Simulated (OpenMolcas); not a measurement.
# Au3+: ligand-field states by method

Au3+ with its 6 nearest fluoride ions at 1.986 Å, on the Mg site of KMgF3 (a = 3.973 Å, distance in the model lattice 1.986 Å). The rest of the host is ab initio model potentials to 7.6 Å and point charges beyond; the distance is set by hand and nothing relaxes, and no local charge compensation is placed. Ligand basis ANO-RCC-VDZP.

```json
{"Program": "OpenMolcas", "Basis": "ANO-RCC-VTZP [8s7p5d3f1g]", "Scalar Hamiltonian": "DKH2, point nucleus", "Active space": "8 electrons in 5 orbitals (5d)", "State averaging": "2S+1 = 3 even, 10 roots; 2S+1 = 1 even, 15 roots", "Spin-orbit coupling": "RASSI with atomic mean-field integrals over the reference wave functions"}
```

I. CASSCF
II. SS-CASPT2, IPEA 0.25 Eh, imaginary shift 0.1 Eh (closed shells correlated: 5s 5p and the ligand valence shells)

Spin-free states (labels of O, the rotations of Oh) in cm-1, each column counted from its own energy of the first state listed:

```json
{"State": "3A2", "Degeneracy": "1", "I": "0", "II": "0"}
{"State": "1E", "Degeneracy": "2", "I": "12245", "II": "6350"}
{"State": "1A1", "Degeneracy": "1", "I": "22863", "II": "14380"}
{"State": "3T2", "Degeneracy": "3", "I": "26879", "II": "29830"}
{"State": "3T1", "Degeneracy": "3", "I": "35198", "II": "35660"}
{"State": "1T2", "Degeneracy": "3", "I": "37999", "II": "36320"}
{"State": "1T1", "Degeneracy": "3", "I": "41852", "II": "38650"}
{"State": "3T1", "Degeneracy": "3", "I": "56704", "II": "61590"}
{"State": "1T2", "Degeneracy": "3", "I": "66632", "II": "67480"}
{"State": "1E", "Degeneracy": "2", "I": "66896", "II": "67330"}
{"State": "1A1", "Degeneracy": "1", "I": "84021", "II": "78960"}
```

From I to II, I's first state of the same spin (3T2) moves from 26879 to 29830 cm-1, by about +2900 cm-1.

From I to II, I's first state of another spin (1E) moves from 12245 to 6350 cm-1, by about -5900 cm-1.

I: A least-squares ligand-field fit to the states below 45000 cm-1, each weighted by its degeneracy and with a free common offset, gives 10Dq = 26154 cm-1, B = 823 cm-1 and C = 2683 cm-1 (C/B = 3.26), with an rms deviation of 227 cm-1. The same method and metal basis give the free ion B = 937 cm-1 (fit to its terms below 60000 cm-1, rms deviation 6 cm-1), so the nephelauxetic ratio is β = 823 / 937 = 0.88; it hangs on how both fits weigh the states, and computed free-ion B values tend to be too large, so β mixes covalency with correlation.

χT at 300 K: I 1.43, II 1.39 cm3 K/mol.

The states above are spin-free; spin-orbit coupling is strong here and shifts and splits them by thousands of cm-1.

Roots that are degenerate in the reference are averaged as groups; the widest CASPT2 spread within a group is 53 cm-1 (the 3-fold group of multiplicity 1 near 38700 cm-1 above the lowest state of its run, II). Shifts and gaps below about the spread of the groups concerned are not significant. Over all roots computed the reference weight is 0.71 to 0.73 in II; a low but even weight reflects the number of correlated electrons. Real 4d8 and 5d8 ions are as a rule square planar and diamagnetic. The least metal-like active orbital is 76 % on the metal (Löwdin) and no ligand orbital is active, so the numbers are rough. Ligand-to-metal charge-transfer states are missing. With no ligand orbital active B as a rule stays too high, so bands that hang on it stand too high and its fall with covalency is understated. Without dynamic correlation the repulsion within the d shell is too large (B by tens of per cent), so at a given field states of lower spin stand too high (holds for I). With metal d orbitals alone the field can be off either way by tens of per cent (holds for I). With one d shell and no ligand orbital active, 10Dq can be off by a tenth or more (holds for II). The distance lies 5 % under the 2.099 Å that this model takes as the normal distance (a Shannon-type radius plus a fixed donor radius, weighted with the host); by an R⁻⁵ law this alone changes a d-shell field by about +32 %. No measured value stands beside these numbers; the geometry was set by hand and not optimised.
